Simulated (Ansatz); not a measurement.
A structure relaxed at PBE-D4/def2-SVP in Ansatz, charge 0, singlet:

```xyz
5

Al    1.214   -0.399   -1.049
Al    0.290    1.892    0.738
O    -0.900    0.506    0.706
O    -0.188   -0.774    0.489
O    -0.416   -1.226   -0.883
```

(1) Give its formula.

(2) Summarise the bond lengths by kind (pairs closer than 1.2 times the sum of covalent radii, bridged metal pairs left out).

Answers

(1) the cluster Al₂O₃.

(2) 3 × Al–O 1.83 to 2.12 Å; 2 × O–O 1.46 to 1.48 Å.

The structure holds 2 bond(s) between oxygen atoms. The restricted singlet is unstable towards broken spin symmetry in Hartree–Fock (as tested in another run); at PBE-D4/def2-SVP this wasn't settled. Another isomer (singlet) lies 5.54 eV lower at PBE0-D4/def2-TZVP; other spin states weren't run for this one.
